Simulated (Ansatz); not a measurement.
Gas-phase electronic energies from Ansatz, PBE0-D4/def2-TZVP geometries. CBS: MP2 limit from def2 TZ/QZ plus the TZ coupled-cluster correction, frozen cores. This one scheme is used for every species. Functionals use def2-TZVPP. def2 core potentials past Kr. For Te outer-core shells are correlated without core-valence functions, which leaves a few kJ/mol of doubt a bond. Each species was taken in one conformer, which may not be the lowest.

`BNC[TeH]` + silanol → `[SiH3]OC[TeH]` + `BN`  (substitution at a C–N bond)

```json
{"level": "PBE-D4", "ΔE (eV)": "0.21"}
{"level": "r2SCAN", "ΔE (eV)": "0.22"}
```

(1) What does CCSD(T)/CBS give? (An estimate is asked.)

Largest T1 diagnostic among the species: 0.012.

Answers

(1) The calculation gave: +0.26 eV. The listed levels differ from it by -0.05, -0.04 eV.

In def2-TZVPP, CCSD(T) changes the Hartree–Fock value by +0.03 eV (the triples alone add −0.00 eV) and MP2 by +0.07 eV. The D4 term adds −0.03 eV with B3LYP and −0.02 eV with PBE0; it sums over pairs of atoms, weighted by their polarisabilities, and B3LYP, whose exchange is more repulsive, gets the larger term.

B3LYP here is the variant with VWN-RPA as its local correlation; programs differ in this.
